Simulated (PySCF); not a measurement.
Be(H)(OH) (BeH₂O), SMILES [BeH][OH].

The structure is a stationary point at B3LYP-D3(BJ)/def2-TZVPD.

These are IEF-PCM-ωB97X/def2-TZVPD run with PySCF values and carry that method's errors.

The values are the electrostatic part of the solvation free energy, E(continuum) − E(gas) at the gas-phase geometry, in a cavity of scaled van der Waals radii (PySCF's table); cavitation and dispersion terms are not included. A continuum can't describe solvent molecules that bind to the metal. In vacuum the orbital gap is 13.08 eV. The dipole moment in vacuum is 1.51 D.

Computed values in water (ε = 78.36), diethylether (ε = 4.24), chloroform (ε = 4.71):
| solvent | ε | ΔG(elec) (kcal/mol) | dipole (D) | gap (eV) |
|---|---|---|---|---|
| water | 78.36 | -5.4 | 1.84 | 13.36 |
| diethylether | 4.24 | -3.6 | 1.73 | 13.27 |
| chloroform | 4.71 | -3.8 | 1.74 | 13.27 |
